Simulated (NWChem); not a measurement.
# CH6Ti; SMILES [CH3][TiH3]

```xyz
8

Ti     0.0000     0.0000    -0.5039
C      0.0000     0.0000     1.5030
H     -0.3114     0.9991     1.8581
H      1.0210    -0.2300     1.8579
H     -0.7096    -0.7692     1.8579
H     -0.4769     1.5365    -1.0422
H      1.5691    -0.3552    -1.0421
H     -1.0922    -1.1813    -1.0420
```
Atoms are numbered in this order, from 1.

STO-3G and 3-21G are far too small for this property and stand as cheap habits. The geometry was optimised at PBE0/def2-SVP.

List the 4 lowest vertical singlet excitations from PBE/3-21G, TDA (NWChem).


```
state  energy (eV)  oscillator strength  leading excitation (squared amplitude)
-----  -----------  -------------------  --------------------------------------
S1            3.63                0.000                    HOMO → LUMO+1 (0.56)
S2            3.63                0.000                      HOMO → LUMO (0.56)
S3            3.67                0.000                  HOMO−2 → LUMO+1 (0.48)
S4            3.92                0.000                      HOMO → LUMO (0.42)
```
